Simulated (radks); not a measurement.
Results of a calculation; reference values are marked as such.
Fractional charge and spin in the 6s shell of thallium: the spin-up occupation runs from 0 to 1 and the spin-down occupation from 0 to 1; the fullest corner is Tl+, [Xe] 4f14 5d10 6s(up 1, down 1). Code: a radial shooting solver on a logarithmic mesh with Libxc functionals. Model: scalar-relativistic Kohn-Sham, PBE, spin-polarised, spherical densities, finite nucleus; Fermi nuclear charge, rms radius of each element as measured or else 0.836 A^(1/3) + 0.57 fm. Energy (eV) minus the two flat planes that join the four corners (they meet along the diagonal where the two added fractions sum to one electron); zero is where a piecewise linear energy would lie.

down \ up       0    0.25     0.5    0.75       1
0           0.000  -0.866  -1.151  -0.861   0.000
0.25       -0.866  -1.091  -0.743   0.172  -0.807
0.5        -1.151  -0.743   0.229  -0.697  -1.072
0.75       -0.861   0.172  -0.697  -1.018  -0.800
1           0.000  -0.807  -1.072  -0.800   0.000

Corners above the fullest one (they belong to Tl2+ and the next ion): (up 1, down 0) 20.540 eV, (up 0, down 1) 20.540 eV, (up 0, down 0) 50.895 eV. With half an added electron in each spin the energy lies 0.229 eV from the planes (fractional-spin error, the static-correlation error of a stretched bond), and with half an added electron in spin up alone -1.151 eV (fractional-charge error). For a frontier s shell over closed shells the exact functional lies on the planes.
